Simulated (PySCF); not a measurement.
C₃H₄O₂Si, SMILES O=C1O[SiH2]C=C1.

The structure is a stationary point at PBE0-D3(BJ)/def2-SVP. This is a generated structure with no PubChem entry under its InChIKey; it may be hypothetical.

Two levels are set side by side: PBE/def2-TZVP (PySCF) and CAM-B3LYP/def2-TZVP (PySCF). Same geometry, gas phase. Differences are taken from unrounded values.

```tsv
quantity	CAM-B3LYP
orbital gap (eV)	8.88
highest occupied level (eV)	-9.68
lowest empty level (eV)	-0.80
dipole moment (D)	4.59
mean polarisability (bohr³)	60.7
```

Task: What does PBE give, and how far is it from CAM-B3LYP? (The exact figures need the calculation; the answer reports its results.)

Result: 
```
quantity                       PBE  PBE minus CAM-B3LYP
---------------------------  -----  -------------------
orbital gap (eV)              3.65                -5.23
highest occupied level (eV)  -6.55                 3.13
lowest empty level (eV)      -2.90                -2.10
dipole moment (D)             4.21                -0.38
mean polarisability (bohr³)   63.7                  3.0
```

Without exact exchange PBE keeps part of each electron's self-repulsion, which lifts occupied levels and narrows the gap. PBE's more diffuse valence density responds more strongly to a field. Differences between two approximate levels are no errors against the true value.

Rough cost on one machine, each run with all the roots and properties that it gave: CAM-B3LYP against PBE within a factor of 2.
